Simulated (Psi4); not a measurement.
Method: SAPT0/jun-cc-pVDZ, all electrons correlated (Psi4 1.11).

Psi4 input:

```
molecule {
0 1
O -1.26632591 -0.25154315 -0.00000000
C -0.13296054 -0.02636228 -0.00000000
S 1.39928645 0.27790543 0.00000000
--
1 1
Na -3.32930866 -0.73992359 0.00021137
units angstrom
symmetry c1
no_reorient
no_com
}
set basis jun-cc-pvdz
set scf_type df
set freeze_core false
energy('sapt0')
```

Part of the output:

```
    SAPT Results
  --------------------------------------------------------------------------------------------------------
    Electrostatics                -19.84989689 [mEh]     -12.45599835 [kcal/mol]     -52.11589709 [kJ/mol]
      Elst10,r                    -19.84989689 [mEh]     -12.45599835 [kcal/mol]     -52.11589709 [kJ/mol]

    Exchange                       13.40759561 [mEh]       8.41339327 [kcal/mol]      35.20163743 [kJ/mol]
      Exch10                       13.40759561 [mEh]       8.41339327 [kcal/mol]      35.20163743 [kJ/mol]
      Exch10(S^2)                  13.35425120 [mEh]       8.37991914 [kcal/mol]      35.06158170 [kJ/mol]

    Induction                     -15.92725031 [mEh]      -9.99450046 [kcal/mol]     -41.81698993 [kJ/mol]
      Ind20,r                     -26.23214916 [mEh]     -16.46092211 [kcal/mol]     -68.87249812 [kJ/mol]
      Exch-Ind20,r                  9.08161582 [mEh]       5.69879996 [kcal/mol]      23.84377904 [kJ/mol]
      delta HF,r (2)                1.22328303 [mEh]       0.76762169 [kcal/mol]       3.21172915 [kJ/mol]

    Dispersion                     -0.29209129 [mEh]      -0.18329005 [kcal/mol]      -0.76688558 [kJ/mol]
      Disp20                       -0.35286540 [mEh]      -0.22142638 [kcal/mol]      -0.92644798 [kJ/mol]
      Exch-Disp20                   0.06077411 [mEh]       0.03813633 [kcal/mol]       0.15956240 [kJ/mol]
      Disp20 (SS)                  -0.17643270 [mEh]      -0.11071319 [kcal/mol]      -0.46322399 [kJ/mol]
      Disp20 (OS)                  -0.17643270 [mEh]      -0.11071319 [kcal/mol]      -0.46322399 [kJ/mol]
      Exch-Disp20 (SS)              0.03411173 [mEh]       0.02140543 [kcal/mol]       0.08956033 [kJ/mol]
      Exch-Disp20 (OS)              0.02666238 [mEh]       0.01673090 [kcal/mol]       0.07000208 [kJ/mol]

  Total HF                        -22.36955158 [mEh]     -14.03710554 [kcal/mol]     -58.73124959 [kJ/mol]
  Total SAPT0                     -22.66164287 [mEh]     -14.22039560 [kcal/mol]     -59.49813517 [kJ/mol]
```
